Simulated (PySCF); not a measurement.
## Two-component Hartree-Fock for Ga(3+) (gallium, charge +3)

Start: [Ar] 3d9 4p1; 3d3/2 filled at m_j = -3/2, -1/2, +1/2, +3/2; 3d5/2 filled at m_j = -3/2, -1/2, +1/2, +3/2, +5/2; 4p3/2 filled at m_j = +3/2. Calculated with PySCF 2.14 in x2c-TZVPall-2c with one added diffuse shell each of s, p, d type (7s8p5d1f, 63 functions): generalised Hartree-Fock with the X2C-1e Hamiltonian and a Gaussian nucleus; one run each with spin-orbit coupling (SO) switched off, then screened by Boettger's factors. This is a chosen level, not necessarily the ground level.

| spinor shell | electrons | ε, spin-free (eV) | ε, screened SO (eV) | weight of nominal j (screened SO) | rms radius, screened SO (bohr) |
| --- | --- | --- | --- | --- | --- |
| 1s1/2 | 2 | -10488.7 | -10488.5 | 1.000 | 0.0560 |
| 2s1/2 | 2 | -1388.8 | -1388.8 | 1.000 | 0.235 |
| 2p1/2 | 2 | -1210.7 | -1230.0 | 0.999 | 0.209 |
| 2p3/2 | 4 | -1210.7 | -1201.3 | 1.000 | 0.212 |
| 3s1/2 | 2 | -223.99 | -224.00 | 1.000 | 0.693 |
| 3p1/2 | 2 | -167.77 | -171.68 | 0.959 | 0.719 |
| 3p3/2 | 4 | -167.77 | -165.89 | 0.979 | 0.729 |
| 3d3/2 | 4 | -76.830 | -77.633 | 0.832 | 0.825 |
| 3d5/2 | 5 | -76.830 | -76.255 | 0.865 | 0.833 |
| 4p3/2 | 1 | -34.147 | -34.050 | 1.000 | 2.41 |

```tsv
quantity	spin-free	screened SO
E (hartree)	-1939.16747	-1939.23387
M_J	4	4
⟨J²⟩	20.002	20.002
⟨L²⟩	12.002	12.004
⟨S²⟩	2.000	2.002
```

Each row is a mean over spinors that exchange with the open shell spreads, by up to 9.156 eV (3p3/2).

Rows whose weight is well below 1 are mixtures of j = l ± 1/2: exchange outweighs spin-orbit coupling there, and the label is only the starting occupation.

Without spin-orbit coupling the j labels of p, d and f shells carry no meaning; the spin-free column gives the mean over the occupied spinors of each nl shell.
